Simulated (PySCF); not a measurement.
## 3,3-dimethylbutylamine (SMILES CC(C)(C)CCN)

Molfile (atoms numbered from 1):
```
C6H15N
     RDKit          3D

 22 21  0  0  0  0  0  0  0  0999 V2000
   -1.6291   -1.6397    0.2798 C   0  0  0  0  0  0  0  0  0  0  0  0
   -1.1236   -0.2504   -0.1163 C   0  0  0  0  0  0  0  0  0  0  0  0
   -1.4773    0.7416    0.9954 C   0  0  0  0  0  0  0  0  0  0  0  0
   -1.8085    0.1737   -1.4186 C   0  0  0  0  0  0  0  0  0  0  0  0
    0.4025   -0.3329   -0.3062 C   0  0  0  0  0  0  0  0  0  0  0  0
    1.1346    0.9461   -0.7084 C   0  0  0  0  0  0  0  0  0  0  0  0
    2.5692    0.8082   -0.8721 N   0  0  0  0  0  0  0  0  0  0  0  0
   -1.3970   -2.3839   -0.4989 H   0  0  0  0  0  0  0  0  0  0  0  0
   -2.7209   -1.6371    0.4281 H   0  0  0  0  0  0  0  0  0  0  0  0
   -1.1628   -1.9797    1.2185 H   0  0  0  0  0  0  0  0  0  0  0  0
   -0.9697    0.4798    1.9378 H   0  0  0  0  0  0  0  0  0  0  0  0
   -2.5620    0.7394    1.1883 H   0  0  0  0  0  0  0  0  0  0  0  0
   -1.1929    1.7722    0.7338 H   0  0  0  0  0  0  0  0  0  0  0  0
   -1.5440   -0.5047   -2.2458 H   0  0  0  0  0  0  0  0  0  0  0  0
   -1.5289    1.1955   -1.7172 H   0  0  0  0  0  0  0  0  0  0  0  0
   -2.9043    0.1527   -1.3067 H   0  0  0  0  0  0  0  0  0  0  0  0
    0.6173   -1.1069   -1.0668 H   0  0  0  0  0  0  0  0  0  0  0  0
    0.8505   -0.7056    0.6341 H   0  0  0  0  0  0  0  0  0  0  0  0
    0.7206    1.3352   -1.6535 H   0  0  0  0  0  0  0  0  0  0  0  0
    0.9525    1.7353    0.0400 H   0  0  0  0  0  0  0  0  0  0  0  0
    2.9863    0.4674   -0.0070 H   0  0  0  0  0  0  0  0  0  0  0  0
    2.7721    0.0971   -1.5732 H   0  0  0  0  0  0  0  0  0  0  0  0
  1  2  1  0
  2  3  1  0
  2  4  1  0
  2  5  1  0
  5  6  1  0
  6  7  1  0
  1  8  1  0
  1  9  1  0
  1 10  1  0
  3 11  1  0
  3 12  1  0
  3 13  1  0
  4 14  1  0
  4 15  1  0
  4 16  1  0
  5 17  1  0
  5 18  1  0
  6 19  1  0
  6 20  1  0
  7 21  1  0
  7 22  1  0
M  END
```

Method used: quadratic response CAM-B3LYP/aug-cc-pVDZ first hyperpolarisability, Taylor convention, gas phase (PySCF). Geometry: PBE0-D3(BJ)/def2-SVP.

Problem. Give β for the processes computed.

Solution. In au, Taylor convention; the vector part is βᵢ = ⅓ Σⱼ (βᵢⱼⱼ + βⱼᵢⱼ + βⱼⱼᵢ); β∥ is 3/5 of the vector part along the dipole, the dipole points from − to +:
| process | λ (nm) | β vector norm | β∥ | β HRS | depolarisation ratio |
| --- | --- | --- | --- | --- | --- |
| static β(0;0,0) | ∞ | 80.7 | -47.8 | 40.8 | 3.10 |
| second harmonic β(−2ω;ω,ω) | 1907 | 84.1 | -49.7 | 42.6 | 3.09 |
| Pockels β(−ω;ω,0) | 1907 | 81.8 | -48.5 | – | – |
| second harmonic β(−2ω;ω,ω) | 1064 | 92.8 | -54.4 | 47.2 | 3.06 |
| Pockels β(−ω;ω,0) | 1064 | 84.4 | -49.9 | – | – |

Problem. Which lowest excitations, dipole and polarisabilities go with it?

Solution. S1 5.70 eV (f = 0.027); S2 6.53 eV (f = 0.002); S3 6.66 eV (f = 0.007); dipole 1.41 D; isotropic α 86.2 au static, 86.4 au at 1907 nm, 86.8 au at 1064 nm, 87.0 au at 953.5 nm, 88.8 au at 532 nm.
